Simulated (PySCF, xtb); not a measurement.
C3H6Cl, SMILES C[C](C)Cl (connectivity only; charge and spin as stated), charge +1, multiplicity 1.

GFN2-xTB (xtb 6.7.1) at its own geometry gives an orbital gap of 2.94 eV.

Coordinates come from a B3LYP-D3(BJ)/def2-SVP optimisation. The spin state was assumed, not searched. The isomer is the one that the SMILES or the coordinates give; other isomers of the formula were not compared.

Problem. What does PBE/def2-TZVP run with PySCF give? (The exact figures need the calculation; the answer reports its results.)

Solution. gap 3.67 eV (levels -13.68 and -10.01 eV).
